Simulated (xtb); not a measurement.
neopentasilane (H$_{12}$Si$_{5}$), singlet, from a rough starting geometry; GFN2-xTB in xtb 6.7.1.

Here is a job for xtb.
```
$ xtb mol.xyz --gfn 2 --opt vtight --json

# file mol.xyz
17

Si    -0.36515408    -0.81391896    -2.12222416
Si    -0.03239094     0.03166260    -0.01873281
Si    -0.00481836     2.36297430    -0.11804564
Si    -1.65788285    -0.67431595     1.46581311
Si     2.05026267    -0.70957631     0.77110508
H     -1.67327444    -0.49126448    -2.70495146
H     -0.41716690    -2.33962557    -2.18912220
H      0.62856087    -0.46622907    -3.12523980
H      0.22954767     2.97119878     1.16052932
H     -1.29532948     2.88841423    -0.57997011
H      1.00876379     2.85049832    -1.03797700
H     -2.98764454    -0.28109785     1.07775133
H     -1.72350208    -2.19087998     1.56674042
H     -1.47158585    -0.26141722     2.80635900
H      2.14980363    -2.23892873     0.80494268
H      3.17804299    -0.25427254    -0.12747187
H      2.42016281    -0.19219717     2.09571854
```

**Question.** Write the output that xtb gives for this input, abridged.

**Answer.** 
```
   ID    Z sym.   atoms
    1   14 Si     1-5
    2    1 H      6-17

           -------------------------------------------------
          |                Calculation Setup                |
           -------------------------------------------------

           -------------------------------------------------
          |                 G F N 2 - x T B                 |
           -------------------------------------------------

          ...................................................
          :                      SETUP                      :
          :.................................................:
          :  # basis functions                  62          :
          :  # atomic orbitals                  57          :
          :  # shells                           27          :
          :  # electrons                        32          :
          :  max. iterations                   250          :
          :  Hamiltonian                  GFN2-xTB          :
          :  restarted?                      false          :
          :  GBSA solvation                  false          :
          :  PC potential                    false          :
          :  electronic temp.          300.0000000     K    :
          :  accuracy                    1.0000000          :
          :  -> integral cutoff          0.2500000E+02      :
          :  -> integral neglect         0.1000000E-07      :
          :  -> SCF convergence          0.1000000E-05 Eh   :
          :  -> wf. convergence          0.1000000E-03 e    :
          :  Broyden damping             0.4000000          :
          :  net charge                          0          :
          :  unpaired electrons                  0          :
          ...................................................

 iter      E             dE          RMSdq      gap      omega  full diag
   1    -14.6464948 -0.146465E+02  0.536E+00    4.21       0.0  T
   2    -14.8315619 -0.185067E+00  0.198E+00    3.93       1.0  T
   3    -14.8333129 -0.175096E-02  0.999E-01    3.87       1.0  T
   4    -14.8320640  0.124891E-02  0.485E-01    3.88       1.0  T
   5    -14.8337994 -0.173540E-02  0.152E-01    3.87       1.0  T
   6    -14.8338191 -0.196884E-04  0.615E-02    3.86       1.0  T
   7    -14.8338239 -0.479346E-05  0.317E-02    3.86       1.0  T
   8    -14.8338239  0.115036E-07  0.174E-02    3.86       1.4  T
   9    -14.8338242 -0.359657E-06  0.897E-03    3.86       2.7  T
[...]
 * total energy  :   -14.7071417 Eh     change       -0.6407935E-02 Eh
 * total energy  :   -14.7078932 Eh     change       -0.7514192E-03 Eh
 * total energy  :   -14.7080672 Eh     change       -0.1740427E-03 Eh
 * total energy  :   -14.7080599 Eh     change        0.7311413E-05 Eh
 * total energy  :   -14.7080833 Eh     change       -0.2341683E-04 Eh
 * total energy  :   -14.7080844 Eh     change       -0.1070800E-05 Eh
 * total energy  :   -14.7080876 Eh     change       -0.3263484E-05 Eh
 * total energy  :   -14.7080883 Eh     change       -0.6074367E-06 Eh
 * total energy  :   -14.7080888 Eh     change       -0.5030139E-06 Eh
 * total energy  :   -14.7080890 Eh     change       -0.2255585E-06 Eh
 * total energy  :   -14.7080891 Eh     change       -0.1625273E-06 Eh
 * total energy  :   -14.7080892 Eh     change       -0.3942400E-07 Eh
   *** GEOMETRY OPTIMIZATION CONVERGED AFTER 13 ITERATIONS ***
         :: total energy             -14.708089183485 Eh    ::
[...]

Wiberg/Mayer (AO) data.
largest (>0.10) Wiberg bond orders for each atom

 ---------------------------------------------------------------------------
     #   Z sym  total        # sym  WBO       # sym  WBO       # sym  WBO
 ---------------------------------------------------------------------------
     1  14 Si   3.690 --     6 H    0.896     8 H    0.896     7 H    0.896
                             2 Si   0.852
     2  14 Si   3.734 --     1 Si   0.852     3 Si   0.852     4 Si   0.852
                             5 Si   0.852
     3  14 Si   3.690 --     9 H    0.896    11 H    0.896    10 H    0.896
                             2 Si   0.852
     4  14 Si   3.690 --    12 H    0.896    13 H    0.896    14 H    0.896
                             2 Si   0.852
     5  14 Si   3.690 --    15 H    0.896    16 H    0.896    17 H    0.896
                             2 Si   0.852
     6   1 H    0.983 --     1 Si   0.896
     7   1 H    0.983 --     1 Si   0.896
     8   1 H    0.983 --     1 Si   0.896
     9   1 H    0.983 --     3 Si   0.896
    10   1 H    0.983 --     3 Si   0.896
    11   1 H    0.983 --     3 Si   0.896
    12   1 H    0.983 --     4 Si   0.896
    13   1 H    0.983 --     4 Si   0.896
    14   1 H    0.983 --     4 Si   0.896
    15   1 H    0.983 --     5 Si   0.896
    16   1 H    0.983 --     5 Si   0.896
    17   1 H    0.983 --     5 Si   0.896
 ---------------------------------------------------------------------------

Topologies differ in total number of bonds
Writing topology from bond orders to xtbtopo.mol

molecular dipole:
                 x           y           z       tot (Debye)
 q only:        0.000       0.000      -0.000
   full:       -0.000       0.000      -0.001       0.002
molecular quadrupole (traceless):
                xx          xy          yy          xz          yz          zz
 q only:        0.007       0.020       0.001       0.010       0.005      -0.008
  q+dip:        0.001       0.018       0.003       0.010       0.007      -0.005
   full:        0.003       0.019       0.003       0.010       0.007      -0.006

optimized geometry written to: xtbopt.xyz

           -------------------------------------------------
          | TOTAL ENERGY              -14.708089183485 Eh   |
          | GRADIENT NORM               0.000081192408 Eh/α |
          | HOMO-LUMO GAP               3.958725085271 eV   |
           -------------------------------------------------

normal termination of xtb
```
